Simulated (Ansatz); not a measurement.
Start from `C[CH2][GaH][NH2]` and change one element to get `C[CH2][InH][NH2]`.

Ansatz, PBE0-D4/def2-TZVP geometries, multiplicity 1. Each molecule was computed in one conformer, which needn't be the lowest.

Elements past krypton have def2 core potentials. Scalar relativity is left out up to krypton.

```csv
property,`C[CH2][GaH][NH2]`
HOMO–LUMO gap (B3LYP/def2-TZVPP) / eV,6.39
zero-point energy (PBE0-D4/def2-TZVP) / kJ/mol,254.7
size of the dipole moment (PBE/def2-TZVPP) / D,0.85
LUMO energy (ωB97M-V/def2-TZVPP) / eV,1.38
HOMO energy (PBE0/def2-TZVPP) / eV,-7.17
HOMO energy (PBE/def2-TZVPP) / eV,-5.84
```

Question: What does the change do to each property? (Estimate.)

Answer: The calculation gave: 
```
                                      property  `C[CH2][InH][NH2]`  shift
         HOMO–LUMO gap (B3LYP/def2-TZVPP) / eV                5.49  -0.90
zero-point energy (PBE0-D4/def2-TZVP) / kJ/mol               249.7   -5.0
size of the dipole moment (PBE/def2-TZVPP) / D                0.72  -0.13
         LUMO energy (ωB97M-V/def2-TZVPP) / eV                0.62  -0.76
            HOMO energy (PBE0/def2-TZVPP) / eV               -6.70   0.47
             HOMO energy (PBE/def2-TZVPP) / eV               -5.42   0.42
```

With PBE0 the HOMO rises by 0.47 eV and the LUMO falls by 0.45 eV, so the gap narrows by about 0.92 eV. PBE moves the HOMO by 0.42 eV and ωB97M-V by 0.48 eV. Dipoles are sizes alone; their direction can turn.

B3LYP here is the variant with VWN-RPA as its local correlation; programs differ in this.
